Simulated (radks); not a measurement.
The nuclear charge of the silver ion Ag2+ is varied continuously with 45 electrons held in [Kr] 4d9. Calculated with a radial shooting solver on a logarithmic mesh with Libxc functionals: scalar-relativistic Kohn-Sham, PBE, spin-unpolarised, spherical densities, finite nucleus; Fermi nuclear charge, rms radius 4.5454 fm. By the Hellmann-Feynman theorem dE/dZ = E(electron-nucleus)/Z, the electronic potential at the nucleus (averaged over a nucleus of fixed radius). The scalar-relativistic energy here is not variational (the density holds large components alone), so the two differ by a part that grows with Z.

Z     E (hartree)  E(electron-nucleus)/Z (hartree)  HOMO  e(HOMO) (eV)  <r> HOMO (bohr)
46    -5045.45883                         -264.646    4d       -14.614            1.461
46.1  -5072.03722                         -265.438    4d       -15.909            1.443
46.2  -5098.69528                         -266.228    4d       -17.236            1.426
46.3  -5125.43301                         -267.019    4d       -18.592            1.410
46.4  -5152.25040                         -267.810    4d       -19.979            1.394
46.5  -5179.14745                         -268.601    4d       -21.394            1.379
46.6  -5206.12415                         -269.391    4d       -22.839            1.364
46.7  -5233.18050                         -270.182    4d       -24.311            1.350
46.8  -5260.31650                         -270.972    4d       -25.811            1.336
46.9  -5287.53215                         -271.763    4d       -27.338            1.322
47    -5314.82746                         -272.553    4d       -28.891            1.309
47.1  -5342.20244                         -273.344    4d       -30.471            1.297
47.2  -5369.65709                         -274.134    4d       -32.077            1.284
47.3  -5397.19142                         -274.925    4d       -33.709            1.272
47.4  -5424.80544                         -275.716    4d       -35.366            1.261
47.5  -5452.49917                         -276.506    4d       -37.048            1.250
47.6  -5480.27261                         -277.297    4d       -38.755            1.239
47.7  -5508.12579                         -278.088    4d       -40.486            1.228
47.8  -5536.05872                         -278.880    4d       -42.241            1.217
47.9  -5564.07141                         -279.671    4d       -44.020            1.207
48    -5592.16388                         -280.462    4d       -45.823            1.197

The central difference of E at Z = 47 is -273.351 hartree, to compare with the third column; the second derivative is -7.97 hartree.
